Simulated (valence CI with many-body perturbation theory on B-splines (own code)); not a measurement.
**E1 line list for Os XLVI**

Calculated by relativistic CI+MBPT: three valence electrons over a frozen Dirac-Fock core [Ar] 3d10, radial functions for each j: 11 s, 11 p, 9 d, 7 f, 5 g, 2 h, 1 i, with the one-electron correlation potential Σ1 (screened to all orders), the two-electron term Σ2, the three-electron term Σ3, Breit, model QED; selected single and double excitations, second order for the rest (own B-spline code, finite nucleus).

The last digits are not significant, and no measured levels were compared; by estimate large intervals hold to a few tenths of a per cent, small ones and those within an open d or f shell to about a per cent.

Lines 101 to 150 of 277 in falling wavelength, among levels below 638.24 eV, chosen from the strongest by gf and those to the six lowest levels. Wavelengths and rates use the calculated energies. Electric multipoles are in the length gauge, E1 and E2 with the static RPA response of the core. Weak lines are less certain than strong ones. Lines between different terms over intervals too small for the method are left out, as are lines whose strength nearly cancels. The highest levels of a list are the least certain.

Levels are named by their leading jj configuration (3d3/2^4 stands for four electrons in 3d with j = 3/2), which in mixed levels can hold well under half, so a name can repeat and another be missing. Letters in brackets count levels of one name in rising energy.

```csv
λ vac (nm),Upper,Lower,A (s⁻¹),log gf,Branch %
6.401,(4s^2 4f5/2) J=5/2,(4s^2 4d3/2) J=3/2,3.89e+10,-0.84,14.1
6.400,(4s 4p3/2 4d5/2) J=5/2 [b],(4s 4p3/2^2) J=3/2,7.46e+11,0.44,50.5
6.390,(4p1/2 4p3/2 4d5/2) J=3/2 [b],(4p1/2 4p3/2^2) J=5/2,9.30e+10,-0.64,11.2
6.379,(4p1/2 4p3/2 4d5/2) J=5/2 [b],(4p1/2 4p3/2^2) J=3/2,8.13e+11,0.47,58.6
6.378,(4p1/2 4p3/2 4d5/2) J=5/2 [b],(4p1/2 4p3/2^2) J=5/2,1.03e+11,-0.42,7.4
6.370,(4s 4p1/2 4f5/2) J=3/2,(4s 4p1/2 4d3/2) J=3/2 [b],6.71e+10,-0.79,21.2
6.367,(4p1/2 4p3/2 4d5/2) J=1/2,(4p1/2 4p3/2^2) J=3/2,9.55e+10,-0.94,11.5
6.359,(4s 4p1/2 4d5/2) J=5/2 [b],(4s 4p1/2 4p3/2) J=5/2,1.25e+11,-0.34,41.2
6.334,(4s 4p1/2 4d5/2) J=3/2,(4s 4p1/2 4p3/2) J=5/2,3.37e+10,-1.09,7.2
6.328,(4s 4p1/2 4f5/2) J=3/2,(4s 4p1/2 4d3/2) J=1/2,1.43e+11,-0.46,45.1
6.294,(4p1/2 4p3/2 4d3/2) J=7/2,(4s 4p1/2 4d5/2) J=7/2,3.09e+10,-0.83,4.2
6.212,(4s 4p1/2 4f7/2) J=5/2,(4s 4p1/2 4d3/2) J=3/2 [b],5.87e+10,-0.69,12.6
6.182,(4p1/2 4p3/2 4d3/2) J=5/2 [b],(4s 4p1/2 4d5/2) J=3/2,6.12e+10,-0.68,3.6
6.158,(4s 4p1/2 4p3/2) J=3/2 [a],(4s^2 4p1/2) J=1/2,3.74e+09,-2.07,59.6
6.143,(4s 4p1/2 4f5/2) J=7/2,(4s 4p1/2 4d3/2) J=5/2,5.38e+10,-0.61,60.6
6.135,(4s 4p3/2 4d5/2) J=7/2 [b],(4s 4p3/2^2) J=5/2,8.63e+11,0.59,69.0
6.086,(4s 4p1/2 4d5/2) J=5/2 [b],(4s 4p1/2 4p3/2) J=3/2 [a],1.72e+10,-1.24,5.7
6.063,(4p1/2 4p3/2 4d3/2) J=3/2 [a],(4s 4p1/2 4d3/2) J=1/2,5.97e+10,-0.88,8.2
6.063,(4s 4p1/2 4d5/2) J=3/2,(4s 4p1/2 4p3/2) J=3/2 [a],1.23e+11,-0.57,26.2
6.028,(4p1/2 4p3/2 4d5/2) J=7/2 [a],(4s 4p1/2 4d5/2) J=5/2 [b],6.08e+10,-0.58,8.5
6.026,(4s 4p1/2 4f5/2) J=5/2 [a],(4s 4p1/2 4d3/2) J=3/2 [a],1.82e+11,-0.23,72.7
6.004,(4s 4p1/2 4f7/2) J=7/2 [a],(4s 4p1/2 4d3/2) J=5/2,3.54e+10,-0.82,19.2
5.980,(4s 4p3/2 4d5/2) J=5/2 [a],(4s^2 4d5/2) J=5/2,3.11e+11,0.00,64.7
5.965,(4s 4p3/2 4d5/2) J=3/2 [b],(4s 4p3/2^2) J=5/2,1.75e+11,-0.43,15.0
5.951,(4s 4p1/2 4f5/2) J=5/2 [b],(4s 4p1/2 4d3/2) J=5/2,4.20e+10,-0.87,12.1
5.891,(4s 4p3/2^2) J=5/2,(4s^2 4p3/2) J=3/2,4.79e+11,0.17,100.0
5.888,(4p1/2 4p3/2 4d5/2) J=3/2 [a],(4s 4p1/2 4d5/2) J=3/2,3.92e+11,-0.09,48.8
5.866,(4p1/2 4p3/2 4d5/2) J=7/2 [a],(4s 4p1/2 4d5/2) J=7/2,5.19e+10,-0.67,7.3
5.855,(4s 4p3/2 4d5/2) J=5/2 [b],(4s 4p3/2^2) J=5/2,2.03e+11,-0.20,13.8
5.851,(4s 4p3/2 4d5/2) J=3/2 [a],(4s^2 4d5/2) J=5/2,1.43e+11,-0.53,24.7
5.836,(4p1/2 4p3/2^2) J=3/2,(4s 4p1/2 4p3/2) J=1/2,6.16e+11,0.10,47.3
5.832,(4p1/2 4p3/2 4d3/2) J=5/2 [b],(4s 4p1/2 4d5/2) J=5/2 [a],3.89e+10,-0.92,2.3
5.829,(4p1/2 4p3/2 4d5/2) J=5/2 [a],(4s 4p1/2 4d5/2) J=5/2 [b],3.67e+11,0.05,51.0
5.787,(4s 4p1/2 4f7/2) J=7/2 [b],(4s 4p1/2 4d3/2) J=5/2,1.43e+11,-0.24,48.1
5.785,(4p1/2 4p3/2 4d5/2) J=9/2,(4s 4p1/2 4d5/2) J=7/2,3.72e+11,0.27,88.2
5.784,(4s 4p3/2 4d5/2) J=7/2 [a],(4s^2 4d5/2) J=5/2,2.80e+11,0.05,49.5
5.782,(4s 4p1/2 4f7/2) J=5/2,(4s 4p1/2 4d3/2) J=5/2,1.06e+11,-0.50,22.8
5.770,(4p1/2 4p3/2^2) J=5/2,(4s 4p1/2 4p3/2) J=3/2 [b],4.98e+11,0.17,60.7
5.769,(4p1/2 4p3/2^2) J=3/2,(4s 4p1/2 4p3/2) J=3/2 [b],1.51e+11,-0.52,11.6
5.745,(4s 4p1/2 4f5/2) J=5/2 [b],(4s 4p1/2 4d3/2) J=3/2 [a],1.29e+11,-0.42,37.3
5.716,(4s 4p3/2 4d3/2) J=3/2 [b],(4s^2 4d3/2) J=3/2,4.35e+11,-0.07,27.5
5.716,(4p1/2 4p3/2 4d5/2) J=7/2 [a],(4s 4p1/2 4d5/2) J=5/2 [a],5.46e+11,0.33,76.6
5.696,(4p1/2 4p3/2 4d3/2) J=5/2 [a],(4s 4p1/2 4d3/2) J=5/2,6.80e+10,-0.70,14.2
5.685,(4p1/2 4p3/2 4d3/2) J=3/2 [a],(4s 4p1/2 4d3/2) J=5/2,9.31e+10,-0.74,12.7
5.677,(4p1/2 4p3/2 4d5/2) J=5/2 [a],(4s 4p1/2 4d5/2) J=7/2,8.96e+10,-0.59,12.5
5.669,(4p1/2 4p3/2^2) J=1/2,(4s 4p1/2 4p3/2) J=1/2,1.69e+11,-0.79,19.9
5.653,(4p1/2 4p3/2 4d3/2) J=3/2 [b],(4s 4p1/2 4d3/2) J=3/2 [b],9.82e+10,-0.73,5.3
5.627,(4p3/2^3) J=3/2,(4s 4p3/2^2) J=3/2,1.39e+12,0.42,69.8
5.620,(4p1/2 4p3/2 4d3/2) J=3/2 [b],(4s 4p1/2 4d3/2) J=1/2,1.91e+11,-0.44,10.3
5.606,(4p1/2 4p3/2^2) J=1/2,(4s 4p1/2 4p3/2) J=3/2 [b],6.09e+11,-0.24,72.0
```

How does gf follow from A for the line at 6.334 nm?

gf = 1.4992 × (2J+1)_upper × A / σ², with σ = 1578815 cm⁻¹ and 2J+1 = 4: gf = 0.0812.
